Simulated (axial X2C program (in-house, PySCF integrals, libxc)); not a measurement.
## Testing model relations on InB⁺

A bond curve at the CCSD(T) level, two-component, was computed with an axial X2C code built on PySCF integrals (basis In dyall-cv3z [11s12p9d4f1g], B dyall-v3z [7s6p2d1f] (cores contracted in-house)) for the state Ω = 1/2 (⟨Sz⟩ = 0.50, ⟨Lz⟩ = 0.00 at HF). Its fit gives Re = 3.0081 Å, ωe = 181.7 cm⁻¹, ωexe = 1.79 cm⁻¹ and αe = 2.547e-03 cm⁻¹; the masses are 114.9039 and 11.0093 u. Two-component means X2C with spin–orbit coupling and atomic mean-field Coulomb and Gaunt terms.

Correlated methods: 15 electrons correlated (number of frozen shells: In 4 s, 3 p, 1 d; B 1 s), 239 virtual spin orbitals or spinors in MP2, 90 natural virtuals in coupled cluster.

Problem. Find the reduced mass, Be and the force constant.

Solution. From the CCSD(T) values: μ = 10.0467 u. Be = 16.8576/(μ Re²) = 0.1854 cm⁻¹. k = 5.8918×10⁻⁷ μ ωe² = 0.195 mdyn/Å.

Problem. A Morse curve ties αe to the other constants (Pekeris). How well does that hold?

Solution. αe(Morse) = 6Be²/ωe × (√(ωexe/Be) − 1) = 2.392e-03 cm⁻¹; the CCSD(T) curve gives 2.547e-03 cm⁻¹, a ratio of 0.94.

Problem. Where do the fundamental and the first overtone lie?

Solution. ν(1←0) = ωe − 2ωexe = 178.1 cm⁻¹; ν(2←0) = 2ωe − 6ωexe = 352.7 cm⁻¹.

Problem. Estimate the centrifugal constant by the Kratzer relation.

Solution. D = 4Be³/ωe² = 7.73e-07 cm⁻¹.

The state is a single determinant with fixed occupations, the lowest that a limited PBE0 search found. CCSD and (T) use frozen natural virtuals with an MP2 correction for the truncation; (T) itself is uncorrected, so its De runs slightly low.
